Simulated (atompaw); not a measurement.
What one change does to a pseudopotential (bismuth (Bi), PAW (atompaw))

atompaw 4.2.0.5 input, output lines left out:

```
Bi 83
LDA-PW scalarrelativistic loggrid 2001 logderivrange -14 5 476
6 6 5 4 0 0
6 1 3
0 0 0
c
c
c
c
v
v
c
c
c
v
v
c
c
v
c
2
2.00 1.85 1.75 1.75
n
n
y
-0.3
n
custom polynom2 7 10 vanderbiltortho sinc
bessel
1.50
2.00
1.45
2.00
2.00
2.00
```

All-electron outer shells of the reference configuration (LDA (PW92), scalar-relativistic, ld1.x):

```tsv
shell	level (eV)	outermost node (bohr)	outermost maximum (bohr)
4d	-429.90	0.19	0.38
5s	-158.03	0.44	0.77
4f	-152.95	–	0.34
5p	-95.96	0.48	0.86
5d	-27.19	0.51	1.03
6s	-14.76	0.98	1.86
6p	-4.77	1.14	2.44
```

Change: augmentation sinc compensation charge, radius 1.85 bohr; PAW radius 2.00 bohr; waves and projectors: custom rrkj vanderbiltortho.

Cutoffs: the cutoffs (Ry, on a coarse ladder) from which the occupation-weighted sum of valence levels, in a spherical-Bessel basis at the reference potential, stays within 10 and 1 mRy of its value at 400 Ry; they do not see the model core or the augmentation charge, which bear on the density cutoff.

**Question.** What does the change do?

**Answer.** The potential gets softer (140 Ry and 300 Ry → 55 Ry and 90 Ry); neither file shows a bound ghost.

| quantity | base | changed |
| --- | --- | --- |
| cutoff, loose | 140 Ry | 55 Ry |
| cutoff, tight | 300 Ry | 90 Ry |
| loose cutoff by channel (10 mRy a level) | s 21 Ry, p 25 Ry, d 21 Ry | s 25 Ry, p 35 Ry, d 21 Ry |
| bound ghosts | none | none |
| s: phases at 2.01 bohr within 0.05 rad from the reference energy up to (Ry; the scan ends near 5) | to the end of the scan | to the end of the scan |
| p: phases at 2.01 bohr within 0.05 rad from the reference energy up to (Ry; the scan ends near 5) | to the end of the scan | to the end of the scan |
| d: phases at 2.01 bohr within 0.05 rad from the reference energy up to (Ry; the scan ends near 5) | 3.4 | 3.2 |
| lowest overlap eigenvalue by channel | s 0.56, p 0.69, d 0.92 | s 0.37, p 0.50, d 0.11 |

 The cutoffs see the waves, projectors and local potential, not the compensation charge or the core.
